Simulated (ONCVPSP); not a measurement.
## What the settings do to the ONCV potential of tungsten (W)

Base potential:

ONCVPSP 4.0.1 input, shortened (lines: element, Z, core and valence counts, functional; n l f; lmax; l rc ep ncon nbas qcut; lloc lpopt rc5 dvloc0; l nproj debl; icmod fcfact rcfact), PBEsol, non-relativistic:

```
  W 74.00    9    5  -116133      upf
    1    0    2.00
    2    0    2.00
    2    1    6.00
    3    0    2.00
    3    1    6.00
    3    2   10.00
    4    0    2.00
    4    1    6.00
    4    2   10.00
    4    3   14.00
    5    0    2.00
    5    1    6.00
    5    2    4.00
    6    0    2.00
    3
    0    2.25    0.00    4    8    5.50
    1    1.25    0.00    4    7    7.40
    2    2.20    0.00    4    8    6.60
    3    0.65    0.00    4    8   29.00
    4    5    0.50    1.00
    0    2    2.20
    1    2    2.60
    2    2    1.90
    3    3    1.20
    3    4.00    1.50
```

In the f channel the program set the typed energies aside and used -1.542, 0.250, 1.450 Ha.

All-electron outer shells of the reference configuration (PBEsol, non-relativistic, ld1.x):

| shell | level (eV) | outermost node (bohr) | outermost maximum (bohr) |
| --- | --- | --- | --- |
| 4d | -241.61 | 0.22 | 0.45 |
| 5s | -65.05 | 0.58 | 1.05 |
| 4f | -41.95 | – | 0.42 |
| 5p | -40.78 | 0.59 | 1.13 |
| 5d | -5.84 | 0.63 | 1.47 |
| 6s | -4.78 | 1.41 | 2.95 |

Cutoffs, loose and tight: the cutoffs (Ha) at which the residual kinetic energy of the hardest occupied pseudo-wave falls to 1 and 0.1 mHa per electron. They do not see the model core or the augmentation charge, which bear on the density cutoff. Test errors are all-electron minus pseudo excitation energies from the reference, over the configurations 4f14 5s2 5p6 5d4 6s1; 4f14 5s2 5p6 5d4 6s0; 4f14 5s2 5p6 5d3 6s0; 4f14 5s2 5p5 5d4 6s2. A dash means not determined; rows that change the core or the reference have their own tests.

A true bound ghost makes a file unfit for plane-wave use even where its test errors are small: the radial tests pick states by their node count and pass the ghost by.

```tsv
change	outcome	cutoff, loose	cutoff, tight	bound ghosts	GHOST(+) flags above zero	largest test error (meV)
base	generated, projector energies reset by the program	329 Ha	362 Ha	s, p, d	none	-5.6
s: rc 1.64	generated, projector energies reset by the program	329 Ha	362 Ha	s, p, d	none	-6.1
s: rc 1.8	generated, projector energies reset by the program	329 Ha	362 Ha	s, p, d	none	-5.0
s: rc 2	generated, projector energies reset by the program	329 Ha	362 Ha	s, p, d	none	-4.7
s: rc 2.36	generated, projector energies reset by the program	329 Ha	362 Ha	s, p, d	none	-5.9
s: rc 2.54	generated, projector energies reset by the program	329 Ha	362 Ha	s, p, d	none	-6.3
s: rc 2.8	generated, projector energies reset by the program	329 Ha	362 Ha	s, p, d	none	-7.1
s: rc 2.96	generated, projector energies reset by the program	329 Ha	362 Ha	s, p, d	none	-7.7
```

What comes out with this change to the base: s: rc 3.24?

outcome: generated, projector energies reset by the program; cutoff, loose: 329 Ha; cutoff, tight: 362 Ha; bound ghosts: s, p, d; GHOST(+) flags above zero: none; largest test error (meV): -14.

Reading the sweep of the s radius (base included, trends over the rows without a ghost): Bound ghosts are found at 1.64, 1.8, 2, 2.25, 2.36, 2.54, 2.8, 2.96, 3.24 bohr. Every judged row has one, so this setting neither creates nor removes them.
